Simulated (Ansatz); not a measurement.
Consider the redistribution: `C[Si](F)(Cl)[SeH]` + `C=C[Si](O)(Cl)OC` → `CO[Si](C)(F)[SeH]` + `C=C[Si](O)(Cl)Cl`.

Gas-phase electronic energies from Ansatz, PBE0-D4/def2-TZVP geometries. CCSD(T)/CBS adds triple-zeta CCSD(T) − MP2 to the extrapolated MP2 energy (def2 sets, frozen cores). DFT in def2-TZVPP. For Se outer-core shells are correlated without core-valence functions, which leaves a few kJ/mol of doubt a bond. Scalar relativity is left out up to krypton. One conformer a species, not always the lowest.

`C[Si](F)(Cl)[SeH]`:

Cartesian coordinates in Å:
```
C -0.890 -0.220 -0.783
Si 0.109 0.322 0.669
F 0.283 1.903 0.583
Cl -0.857 -0.092 2.421
Se 2.130 -0.673 0.855
H -1.845 0.309 -0.796
H -0.358 -0.003 -1.712
H -1.079 -1.294 -0.733
H 2.508 -0.253 -0.503
```

`C=C[Si](O)(Cl)OC`:

Z-matrix (Å, degrees):
```
Si
C 1 1.840
Cl 1 2.065 2 109.1
O 1 1.624 2 108.4 3 -121.1
O 1 1.628 2 113.3 3 119.7
C 2 1.329 1 124.9 3 -7.0
H 2 1.089 1 116.7 3 174.6
H 4 0.959 1 117.8 2 -169.7
C 5 1.411 1 125.3 2 -66.6
H 6 1.086 2 121.6 1 2.0
H 6 1.086 2 121.9 1 -178.5
H 9 1.095 5 111.3 1 58.0
H 9 1.091 5 108.0 1 177.3
H 9 1.094 5 111.0 1 -63.4
```

`CO[Si](C)(F)[SeH]`:

Z-matrix (Å, degrees):
```
C
O 1 1.410
H 1 1.095 2 111.5
H 1 1.095 2 111.1 3 121.5
H 1 1.090 2 108.0 3 -119.5
Si 2 1.625 1 126.4 3 -49.7
F 6 1.591 2 104.2 1 178.6
C 6 1.849 2 114.4 1 -63.4
Se 6 2.277 2 107.4 1 61.5
H 8 1.092 6 111.0 2 -177.1
H 8 1.093 6 109.6 2 -57.7
H 8 1.092 6 111.0 2 62.4
H 9 1.468 6 92.3 2 -155.0
```

`C=C[Si](O)(Cl)Cl`:

Z-matrix (Å, degrees):
```
Si
C 1 1.833
Cl 1 2.049 2 110.8
O 1 1.625 2 108.2 3 -121.3
Cl 1 2.049 2 110.8 3 117.4
C 2 1.330 1 122.2 3 121.2
H 2 1.087 1 118.2 3 -58.7
H 4 0.959 1 118.7 2 179.6
H 6 1.085 2 121.6 1 0.0
H 6 1.086 2 121.7 1 -180.0
```

```csv
level,ΔE (kJ/mol)
PBE-D4,6.1
HF/CBS(def2),5.2
```

Q: What does CCSD(T)/CBS give? (Estimate.)

A: Ansatz gave: +6.3 kJ/mol. The listed levels differ from it by -0.2, -1.1 kJ/mol.

Largest T1 diagnostic among the species: 0.011.
